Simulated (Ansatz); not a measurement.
A CCSD(T) single point on `C1[O][SnH2][SiH2]1`.

```yaml
crystal:
  periodic: [false, false, false]
  atoms:
    - {symbol: C, position_ang: [-0.909793, 0.651263, -0.653442]}
    - {symbol: O, position_ang: [-0.843104, -0.739030, -0.949224]}
    - {symbol: Sn, position_ang: [0.645465, -1.499342, 0.176225]}
    - {symbol: Si, position_ang: [0.446704, 0.991961, 0.662273]}
    - {symbol: H, position_ang: [-1.906444, 0.916210, -0.276038]}
    - {symbol: H, position_ang: [-0.741639, 1.246470, -1.560945]}
    - {symbol: H, position_ang: [1.835552, -2.189260, -0.842578]}
    - {symbol: H, position_ang: [0.021241, -2.732463, 1.186091]}
    - {symbol: H, position_ang: [-0.026936, 1.414558, 2.008890]}
    - {symbol: H, position_ang: [1.562152, 1.888332, 0.251549]}
basis:
  gaussian: {orbitals: def2-TZVPP}
correlation: {method: ccsd_t}
```

```sh
$ ansatz run in.yaml --threads 4 --pin off --events-out ev --progress --plain --max-ram 10444MiB
```

Output of Ansatz, abridged:

```
Functional definition: HF
1559 factors; integrals over basis functions are off by at most 9.9e-4 eV
mean field evaluation 1: about -16826.6280 eV, gradient 4.0e1 eV
mean field evaluation 2: about -16826.9061 eV, gradient 4.0e1 eV
mean field evaluation 4: about -16830.8176 eV, gradient 4.2e0 eV
mean field evaluation 8: about -16830.8984 eV, gradient 2.9e-1 eV
mean field evaluation 16: about -16830.8989 eV, gradient 1.9e-6 eV
mean field -16830.89887124 eV, -618.5241251252 hartree, gradient 1.9e-6 eV, S^2 0.000000; 0 other end points of the search recorded, 0 dependent functions left out
11 core orbitals not correlated: weight in the atoms' cores, before any rotation towards them, 1.000 or more for the frozen orbitals, at most 0.000 for the correlated occupied ones
reference -16830.89887124 eV, -618.5241251252 hartree; 17, 17 occupied and 210, 210 virtual orbitals, 1559 factors
second order -23.40253623 eV of doubles, -0.00000000 eV of singles
cycle   1  -23.40656386 eV  change   -4.0e-3 eV  update   1.3e-1
cycle   2  -24.05840541 eV  change   -6.5e-1 eV  update   4.0e-2
cycle   3  -24.21845587 eV  change   -1.6e-1 eV  update   2.3e-2
cycle   4  -24.20737643 eV  change    1.1e-2 eV  update   6.0e-3
cycle   5  -24.20317784 eV  change    4.2e-3 eV  update   3.0e-3
cycle   6  -24.20427458 eV  change   -1.1e-3 eV  update   1.1e-3
cycle   7  -24.20415500 eV  change    1.2e-4 eV  update   6.0e-4
cycle   8  -24.20405454 eV  change    1.0e-4 eV  update   2.0e-4
cycle   9  -24.20417308 eV  change   -1.2e-4 eV  update   8.4e-5
cycle  10  -24.20420403 eV  change   -3.1e-5 eV  update   2.8e-5
perturbative correction -0.90454377 eV, -0.0332413705 hartree
Total energy: -16856.00761905 eV, -619.4468545876 hartree
```

It took 2.9 min on 4 threads of an Arm Neoverse V1 on a shared host, with 4.8 GiB of host memory at the peak.

The correlation energy is -25.109 eV, 3.6 % of it from (T); the T1 diagnostic reads 0.0146.
